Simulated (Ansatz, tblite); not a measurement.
Spin states of mer-CoF3(H2O)3 (CoO3F3H6), formally d⁶, each relaxed with r2SCAN-D4/def2-SVP in Ansatz. Electronic energies in the gas phase.

The xTB rows come from tblite. LC-ωPBE has ω = 0.4 bohr⁻¹. B3LYP takes the VWN-RPA correlation. The name describes the singlet; other states may take another shape.

Singlet geometry:

```xyz
13

Co    0.077   -0.035   -0.166
F     1.842   -0.364   -0.019
F    -1.729    0.367   -0.085
F    -0.063   -1.008   -1.653
O     0.070    1.083    1.448
H     0.274    0.543    2.227
H    -0.909    1.180    1.405
O     0.735    1.373   -1.296
H     0.534    0.911   -2.137
H     1.650    1.052   -1.079
O    -0.584   -1.601    0.761
H    -0.396   -2.227    0.032
H    -1.501   -1.274    0.563
```

Triplet geometry:

```xyz
13

Co    0.0274   -0.1465   -0.0919
F     1.2394    0.7743   -0.9860
F    -1.2216   -0.7130    1.0661
F     0.7825   -1.7413   -0.3610
O    -0.9234    1.6044    0.1961
H    -0.2776    2.2362    0.5510
H    -1.4912    1.3183    0.9366
O    -0.8820   -0.4195   -2.0385
H    -0.4897   -1.3072   -2.1232
H    -0.2072    0.1571   -2.4403
O     1.2034   -0.1858    1.7645
H     1.7722   -0.8764    1.3801
H     0.4676   -0.7008    2.1464
```

Quintet geometry:

```xyz
13

Co   -0.0129   -0.0310   -0.1754
F     1.5241   -0.7508    0.4043
F    -1.5300    0.9409   -0.0872
F    -0.3894   -1.1839   -1.6000
O     0.4875    1.3640    1.4329
H     0.8622    0.8092    2.1329
H    -0.3912    1.6494    1.7268
O     1.1152    0.9066   -1.7020
H     0.8121    0.1857   -2.2962
H     2.0016    0.6234   -1.4212
O    -1.2395   -1.5019    0.8466
H    -1.1816   -2.0216    0.0170
H    -2.0580   -0.9899    0.7212
```

Run but left out: HF/STO-3G, BHLYP-D4/def2-TZVP (singlet: restricted singlet, unstable in another Hartree–Fock run and untested here); HF/def2-TZVP, MP2/def2-TZVP (singlet: restricted singlet, unstable towards broken spin symmetry).

Only these spin states were relaxed.

```
              level  triplet − singlet (kJ/mol)  quintet − singlet (kJ/mol)  lowest of these
           GFN1-xTB                        90.3                       275.8          singlet
           GFN2-xTB                        51.1                       249.0          singlet
   PBE-D4/def2-TZVP                        22.7                        13.8          singlet
revPBE-D4/def2-TZVP                        12.1                        -1.3              tie
r2SCAN-D4/def2-TZVP                        18.7                        -7.5          quintet
 B3LYP-D4/def2-TZVP                        11.8                       -15.6          quintet
  PBE0-D4/def2-TZVP                         2.2                       -38.8          quintet
  LC-ωPBE/def2-TZVP                        14.2                        -8.3          quintet
```

```csv
state,donor atoms,mean metal–ligand distance (Å),range (Å),Mulliken spin on the metal (PBE0)
singlet,6,1.876,1.78–1.96,0
triplet,6,1.954,1.77–2.20,1.88
quintet,6,1.991,1.79–2.19,3.22
```

⟨S²⟩ at PBE0-D4/def2-TZVP: singlet 0.00 (pure 0.00), triplet 2.09 (pure 2.00), quintet 6.01 (pure 6.00).

Change of the quintet − singlet gap on mixing in exact exchange, in kJ/mol: PBE to PBE0 (25 % exact exchange) -52.6.

The xTB methods have no term that favours high spin, so they put low spin too low.
